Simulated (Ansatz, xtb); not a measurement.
# Two isomers of C6H3FGe

Structure a is `C#[C][Ge]([F])([C]#C)[C]#C`, a singlet and structure b is `C#CC#[C][Ge@H]([F])[C]#C`, a singlet. Both are isolated molecules in the gas phase, relaxed with PBE0-D4/def2-SVP.

Question: Which of the two would you expect CCSD(T)/def2-SVP + ΔMP2/def2-TZVPP electronic energies to favour?

Answer: CCSD(T)/def2-SVP + ΔMP2/def2-TZVPP gives E(b) − E(a) = +3.4 kcal/mol, favouring structure a, but this leans on the basis-set step: CCSD(T) alone gives +0.2 kcal/mol.

The same difference at several levels:

| level | geometry | E(b) − E(a) (kcal/mol) | departure from the last row (kcal/mol) | job, with rough time for the two |
| --- | --- | --- | --- | --- |
| GFN2-xTB | GFN2-xTB | −13.9 | −17.2 | optimisation, 0.2 s |
| HF/STO-3G | GFN2-xTB | +5.3 | +1.9 | single point, 0.86 s |
| r2SCAN-D4/def2-SVP | GFN2-xTB | −6.0 | −9.3 | single point, 7.8 s |
| PBE0-D4/def2-SVP | PBE0-D4/def2-SVP | −4.5 | −7.9 | optimisation, 69 s |
| HF/def2-SVP | PBE0-D4/def2-SVP | +2.2 | −1.2 | part of the CCSD(T) run |
| MP2/def2-SVP | PBE0-D4/def2-SVP | −1.1 | −4.5 | part of the CCSD(T) run |
| CCSD(T)/def2-SVP | PBE0-D4/def2-SVP | +0.2 | −3.2 | single point |
| CCSD(T)/def2-SVP + ΔMP2/def2-TZVPP | PBE0-D4/def2-SVP | +3.4 |  | single point, 3.6 min |

As drawn, b has 1 C–C, 1 Ge–H in place of 1 C–Ge, 1 C–H.

GFN2-xTB, r2SCAN-D4/def2-SVP, PBE0-D4/def2-SVP, MP2/def2-SVP put the two in the other order. CCSD(T)/def2-SVP finds them nearly level. The largest departure from CCSD(T)/def2-SVP + ΔMP2/def2-TZVPP is that of GFN2-xTB, 17.2 kcal/mol. The last row adds to CCSD(T) the change of the MP2 difference between the two basis sets, here +3.2 kcal/mol, a large step that makes the value less sure.

With thermal terms from frequencies at re-optimised GFN2-xTB minima (ideal gas, soft modes damped towards free rotors, one conformer each, 298.15 K, 1 atm): the zero-point term adds −1.0 kcal/mol; ΔH is +2.2 and ΔG +2.0 kcal/mol.

The correlated steps freeze 16 core orbitals; the filled d shell of Ge is correlated, in a basis made for valence electrons. Mirror images aren't counted in ΔG. Codes used: Ansatz 0.2.0, xtb 6.7.1; the last row on 2 threads of Arm Neoverse V1 on a shared host.
